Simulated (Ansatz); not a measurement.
Relaxation of CH₈OSiSn (12 atoms, charge 0, multiplicity 1), to a largest force component of 0.02 eV/Å in at most 50 steps.

Theory: Ansatz 0.2.0, RKS PBE-D4/def2-SVP.

```xyz
12
Properties=species:S:1:pos:R:3
C -0.952 1.465 -0.051
Si -0.840 -0.118 0.844
O 0.785 -0.436 1.172
Sn 1.659 -1.155 -0.497
H -0.495 1.433 -1.066
H -0.532 2.332 0.535
H -2.049 1.741 -0.211
H 0.829 -0.437 2.161
H -1.565 0.003 2.158
H 1.615 0.082 -1.699
H 0.615 -2.521 -1.026
H 3.241 -1.701 -0.176
```

Task: Where does it end, and by what steps?

Result: The forces met the threshold. The force dipped under the threshold on the way, but the program's further checks kept it going. After 18 steps the energy has fallen by 3.761 eV; O3 moved furthest, 1.52 Å. Parted: O3–Sn4.

| step | energy less start (eV) | largest force component (eV/Å) | accepted |
| --- | --- | --- | --- |
| 0 | 0.0000 | 4.347 | yes |
| 1 | -1.1097 | 1.954 | yes |
| 2 | -1.5048 | 0.837 | yes |
| 3 | -1.8248 | 1.077 | yes |
| 4 | -2.1408 | 1.255 | yes |
| 5 | -2.5671 | 1.547 | yes |
| 6 | -2.9951 | 1.299 | yes |
| 7 | -3.3204 | 0.891 | yes |
| 8 | -3.5455 | 0.613 | yes |
| 9 | -3.6567 | 0.368 | yes |
| 10 | -3.6980 | 0.397 | yes |
| 11 | -3.7408 | 0.172 | yes |
| 12 | -3.7554 | 0.081 | yes |
| 13 | -3.7534 | 0.282 | no |
| 14 | -3.7577 | 0.050 | yes |
| 15 | -3.7601 | 0.013 | yes |
| 16 | -3.7604 | 0.056 | yes |
| 17 | -3.7608 | 0.021 | yes |
| 18 | -3.7609 | 0.012 | yes |

```xyz
12
Properties=species:S:1:pos:R:3
C -1.002 1.520 -0.002
Si -0.127 0.122 0.895
O 0.962 0.854 1.963
Sn 1.162 -1.403 -0.767
H -0.284 2.128 -0.586
H -1.510 2.183 0.728
H -1.766 1.117 -0.697
H 1.512 0.236 2.475
H -1.138 -0.725 1.638
H 2.005 -0.472 -1.961
H 0.141 -2.522 -1.608
H 2.357 -2.348 0.066
```

The run took 48 s on 2 threads of Arm Neoverse V1 (shared host), peak memory 0.16 GiB.
